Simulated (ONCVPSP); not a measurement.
## Building the ONCV potential for Al (PBE, scalar-relativistic).

aluminium, optimised norm-conserving Vanderbilt (ONCV), made with ONCVPSP 4.0.1 (PBE, scalar-relativistic). Core [Ne], reference 3s2 3p1. Waves: 3s: rc 1.95 bohr, ncon 3, nbas 7, qcut 4 1/bohr, 1 projector; 3p: rc 2.00 bohr, ncon 4, nbas 8, qcut 3.7 1/bohr, 1 projector; d scattering state at 0.46 Ha: rc 1.75 bohr, ncon 4, nbas 8, qcut 5.6 1/bohr, 1 projector. Local part: polynomial inside 1.35 bohr (lpopt 4, dvloc0 2 Ha). Core correction: Teter function, fcfact 2.1, rcfact 1.3.

All-electron outer shells of the reference configuration (PBE, scalar-relativistic, ld1.x):

```csv
shell,level (eV),outermost node (bohr),outermost maximum (bohr)
2s,-108.17,0.16,0.50
2p,-69.64,–,0.43
3s,-7.75,0.80,2.09
3p,-2.71,0.82,2.64
```

Question: Does the generator finish with these settings?

Answer: Yes, a potential is produced and its reference levels are reproduced.

Question: Estimate the cutoffs (Ha) at which the residual kinetic energy of the hardest occupied pseudo-wave falls to 1 and 0.1 mHa per electron.

Answer: 5.6 Ha and 7.3 Ha.

Question: What does a ghost test show?

Answer: No bound ghost flagged; no localised positive-energy state flagged.

Question: Which valence shell sets the plane-wave cutoff?

Answer: 3s: 6 Ha for 1 mHa per electron, against 2 Ha for 3p.

Question: Tests: 3s2 3p0; 3s1 3p0; 3s2 3p0.5; 3s0 3p3. Which has the largest error in its energy relative to the reference configuration, and how large is it?

Answer: 3s1 3p0, with +16 meV (all-electron minus pseudo) on +24.99 eV.
